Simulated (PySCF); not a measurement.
# A survey of $^{29}$Si NMR shifts

All values are calculated (PySCF 2.14.0 with density-fitted response routines): NMR shieldings at PBE0/pcSseg-1/GIAO, structure optimised with GFN2-xTB. Relativity neglected, one averaged value for each set of equivalent atoms, in vacuum, one computed conformer.

Shieldings were converted by a linear fit to measured shifts: $^{29}$Si (scatter 8.9 ppm rms, 25.8 ppm with the 6 outliers that the fit left out vs TMS, solution or neat liquid). Occasional misses reach two or three times the rms, and more in compound classes unlike the fitted ones.

Problem. Give the $^{29}$Si shifts of `C#C[SiH2]/C=C/[SiH2]P`, `C=C1[SiH2][Si@@H](P)C1=C`, `C=CC#C[Si@H]([SiH3])P`, `CCSC[SiH2]C`, `C[Si@@H]1[SiH2][SiH2][Si@@H](O)[SiH2]1`, `C[C@@H](C[SiH3])CS`, `[SiH3]O[Si@@H]1[SiH2]C[SiH2][SiH2]1`.

Solution. 
| compound | environment | δ (ppm) |
| --- | --- | --- |
| [CH:1]#[C:2][SiH2:3]/[CH:4]=[CH:5]/[SiH2:6][PH2:7] | Si6: silicon bonded to C, P, 2 H | -50.1 |
| [CH:1]#[C:2][SiH2:3]/[CH:4]=[CH:5]/[SiH2:6][PH2:7] | Si3: silicon bonded to 2 C, 2 H | -65.0 |
| [CH2:1]=[C:2]1[SiH2:3][Si@@H:4]([PH2:5])[C:6]1=[CH2:7] | Si4: silicon bonded to C, P, Si, H, in a 4-membered ring | -37.4 |
| [CH2:1]=[C:2]1[SiH2:3][Si@@H:4]([PH2:5])[C:6]1=[CH2:7] | Si3: silicon bonded to C, Si, 2 H, in a 4-membered ring | -51.6 |
| [CH2:1]=[CH:2][C:3]#[C:4][Si@H:5]([SiH3:6])[PH2:7] | Si5: silicon bonded to C, P, Si, H | -71.1 |
| [CH2:1]=[CH:2][C:3]#[C:4][Si@H:5]([SiH3:6])[PH2:7] | Si6: silicon bonded to Si, 3 H | -98.6 |
| CCSC[SiH2]C | silicon bonded to 2 C, 2 H | -43.0 |
| [CH3:1][Si@@H:2]1[SiH2:3][SiH2:4][Si@@H:5]([OH:6])[SiH2:7]1 | Si5: silicon bonded to O, 2 Si, H, in a 5-membered ring | -0.2 |
| [CH3:1][Si@@H:2]1[SiH2:3][SiH2:4][Si@@H:5]([OH:6])[SiH2:7]1 | Si2: silicon bonded to C, 2 Si, H, in a 5-membered ring | -70.6 |
| [CH3:1][Si@@H:2]1[SiH2:3][SiH2:4][Si@@H:5]([OH:6])[SiH2:7]1 | Si7: silicon bonded to 2 Si, 2 H, in a 5-membered ring | -100.5 |
| [CH3:1][Si@@H:2]1[SiH2:3][SiH2:4][Si@@H:5]([OH:6])[SiH2:7]1 | Si3: silicon bonded to 2 Si, 2 H, in a 5-membered ring | -104.0 |
| [CH3:1][Si@@H:2]1[SiH2:3][SiH2:4][Si@@H:5]([OH:6])[SiH2:7]1 | Si4: silicon bonded to 2 Si, 2 H, in a 5-membered ring | -109.8 |
| C[C@@H](C[SiH3])CS | silicon bonded to C, 3 H | -67.0 |
| [SiH3:1][O:2][Si@@H:3]1[SiH2:4][CH2:5][SiH2:6][SiH2:7]1 | Si3: silicon bonded to O, 2 Si, H, in a 5-membered ring | -7.1 |
| [SiH3:1][O:2][Si@@H:3]1[SiH2:4][CH2:5][SiH2:6][SiH2:7]1 | Si1: silicon bonded to O, 3 H | -43.3 |
| [SiH3:1][O:2][Si@@H:3]1[SiH2:4][CH2:5][SiH2:6][SiH2:7]1 | Si6: silicon bonded to C, Si, 2 H, in a 5-membered ring | -64.3 |
| [SiH3:1][O:2][Si@@H:3]1[SiH2:4][CH2:5][SiH2:6][SiH2:7]1 | Si4: silicon bonded to C, Si, 2 H, in a 5-membered ring | -70.6 |
| [SiH3:1][O:2][Si@@H:3]1[SiH2:4][CH2:5][SiH2:6][SiH2:7]1 | Si7: silicon bonded to 2 Si, 2 H, in a 5-membered ring | -117.3 |
